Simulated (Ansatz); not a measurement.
Br$_{2}$Si, charge -1, doublet, geometry from GFN2-xTB (a state made from the parent by changing its charge; the spin is typed, not shown lowest) (a gas-phase anion, which may not be bound at this level); BHLYP/def2-SVPD (Ansatz, a program for electronic structure).

Input for Ansatz:
Ansatz 0.2 input:
```yaml
crystal:
  periodic: [false, false, false]
  atoms:
    - {symbol: Si, position_ang: [-0.02533964, -0.00465700, 1.31997514]}
    - {symbol: Br, position_ang: [1.11399650, -1.69753432, -0.24869921]}
    - {symbol: Br, position_ang: [-1.10386065, 1.69939712, -0.27929084]}
basis:
  gaussian:
    orbitals: def2-SVPD
hamiltonian:
  xc: {name: BHLYP}
total_charge: -1
magnetization: {spin_polarized: true, initial_magnetization: 1}
accuracy: high
```

Question: What does Ansatz print? Leave out banner, timings and long lists.

Answer: 
```
Functional definition: BHLYP
1824 factors; integrals over basis functions are off by at most 4.7e-9 eV
mean field evaluation 1: about -147952.7589 eV, gradient 1.0e1 eV
mean field evaluation 2: about -147953.0539 eV, gradient 8.0e0 eV
mean field evaluation 4: about -147953.4096 eV, gradient 5.5e-1 eV
mean field evaluation 8: about -147953.5001 eV, gradient 5.2e-2 eV
mean field evaluation 16: about -147953.5002 eV, gradient 8.2e-5 eV
mean field -147953.50018929 eV, -5437.1908454721 hartree, gradient 3.4e-8 eV, S^2 0.758977; 0 other end points of the search recorded, 0 dependent functions left out
reference -147953.50020937 eV, -5437.1908462101 hartree; 43, 42 occupied and 63, 64 virtual orbitals, 1824 factors
Total energy: -147953.50020937 eV, -5437.1908462101 hartree
```
